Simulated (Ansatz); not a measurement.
Al₇P₈H₂₂⁺, a nanocrystal cut from wurtzite AlP (hydrogen-capped), relaxed as a singlet with RKS PBE-D4/def2-SVP in Ansatz, starting from the GFN2-xTB geometry. Force threshold 0.03 eV/Å.

Start:

```
atom    x (Å)    y (Å)    z (Å)
 Al1  -2.8789   0.8252  -3.3378
  P2  -4.0757   0.0859  -1.3312
  P3  -0.9016   1.4829  -2.2031
 Al4  -0.3940   2.0817   0.0434
 Al5  -2.8904  -1.2545   0.2757
  P6  -1.2396   0.1109   1.3173
  P7   1.9403   1.9771   0.4832
 Al8   3.2658   1.8619   2.4501
 Al9   0.0961  -0.7270   3.1053
 P10   1.4945   1.0478   3.9315
Al11  -0.2660  -0.7207  -2.9981
 P12  -1.5355  -2.2108  -1.5106
 P13   1.8189  -0.9906  -1.7715
Al14   3.0735  -0.1372   0.1305
 P15   1.9368  -1.5911   1.7571
 H16  -3.7472   1.7793  -4.1634
 H17  -2.4432  -0.6638  -3.8665
 H18  -4.9712   0.9969  -0.7974
 H19  -5.0516  -0.8011  -1.7675
 H20  -0.1193   2.2881  -3.0281
 H21  -1.1686   3.2699   0.6353
 H22  -3.7223  -2.2374   1.0972
 H23  -2.1236   0.8846   2.0839
 H24   2.5734   2.7936  -0.4518
 H25   3.9542   3.0832   3.0673
 H26   4.0276   0.4325   2.2140
 H27  -0.4969  -1.6824   4.1391
 H28   0.8551   2.0233   4.6770
 H29   2.1246   0.4585   5.0199
 H30   0.0928  -0.8500  -4.4793
 H31  -2.4094  -3.0117  -2.2294
 H32  -0.7400  -3.2674  -1.0792
 H33   2.4921  -0.1423  -2.6564
 H34   2.4690  -2.1322  -2.2262
 H35   4.5373  -0.1014  -0.3120
 H36   1.5820  -2.7922   1.1486
 H37   2.8409  -2.1694   2.6329
```

**Question.** Estimate the energy that the relaxation releases and the steps that it takes.

**Answer.** 99.6 kJ/mol, in 11 steps; 43 s on 2 threads of AMD EPYC 7R13 on a shared host and a share (18 GiB) of an NVIDIA H100 80GB HBM3. No frequencies were taken in this run, so the end may be a saddle point.

**Question.** Does the start keep its bonding and symmetry?

**Answer.** By distances, no bond broke or formed. The bond that changes most is Al1–P3, from 2.37 to 2.44 Å (atoms count from 1).

**Question.** Predict the relaxed structure.

**Answer.** 
Cartesian coordinates in Å:
```
Al -3.065 0.948 -3.113
P -4.116 0.216 -1.030
P -0.805 1.323 -2.270
Al -0.316 1.998 -0.024
Al -2.769 -1.326 0.229
P -1.255 0.192 1.302
P 2.036 1.803 0.394
Al 3.038 1.982 2.612
Al 0.142 -0.830 2.963
P 1.170 1.115 3.929
Al -0.054 -0.802 -3.018
P -1.353 -2.236 -1.531
P 2.205 -1.066 -2.158
Al 3.111 -0.268 -0.047
P 1.964 -1.674 1.585
H -3.768 2.205 -3.782
H -2.891 -0.524 -3.769
H -4.531 1.242 -0.127
H -5.381 -0.389 -1.306
H -0.198 2.281 -3.143
H -0.944 3.401 0.394
H -3.456 -2.437 1.133
H -2.176 0.885 2.158
H 2.695 2.769 -0.432
H 3.507 3.439 3.039
H 3.936 0.633 2.637
H -0.517 -1.935 3.895
H 0.120 2.035 4.233
H 1.608 0.802 5.253
H -0.116 -1.197 -4.553
H -2.121 -3.143 -2.323
H -0.489 -3.187 -0.899
H 2.988 -0.351 -3.120
H 2.696 -2.380 -2.445
H 4.693 -0.386 -0.039
H 1.469 -2.855 0.945
H 2.941 -2.285 2.429
```
Bond lengths (bridged metal pairs left out): 19 × Al–P 2.37 to 2.45 Å; 13 × H–P 1.43 to 1.44 Å; 9 × Al–H 1.59 to 1.62 Å.
